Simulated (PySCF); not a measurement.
**Shapes and spin states of MoO₂**

Computed with PBE in PySCF with Mo def2-TZVP with ECP28, O def2-TZVP; scalar-relativistic core potentials, no spin–orbit coupling; density-fitted integrals.

Relaxations began from a few typed shapes and spin states; open shells are unrestricted. The search is not exhaustive: other isomers or separated fragments can lie lower, and high-lying points may rest on an excited occupation.

**Question.** Which is the lowest minimum found?
A. singlet (closed shell, unstable to spin polarisation) C2v: Mo–O 1.682 Å (×2); O–Mo–O 103.8°
B. triplet C2v: Mo–O 1.703 Å (×2); O–Mo–O 113.0°
C. broken-symmetry Ms = 0 (⟨S²⟩ 0.91) C2v: Mo–O 1.694 Å (×2); O–Mo–O 109.4°
D. broken-symmetry Ms = 0 (⟨S²⟩ 0.91) C2v: Mo–O 1.694 Å (×2); O–Mo–O 109.4°

**Answer.** B. The others lie at 18.4 (broken-symmetry Ms = 0 C2v), 18.6 (broken-symmetry Ms = 0 C2v), 48.5 (singlet C2v) kJ/mol above it.

Formally Mo is in oxidation state +4, d2, with 2 unpaired electrons (the high-spin count). The Mulliken spin on Mo is 2.00. The polar-tensor charge on Mo, 1.30, is far below the formal one.

For the lowest minimum: with open d or f shells other occupations or spin states may lie lower.

The electron or spin density has lower symmetry than the nuclear frame for the broken-symmetry Ms = 0 (⟨S²⟩ 0.91) C2v at 18.4 kJ/mol, broken-symmetry Ms = 0 (⟨S²⟩ 0.91) C2v at 18.6 kJ/mol.
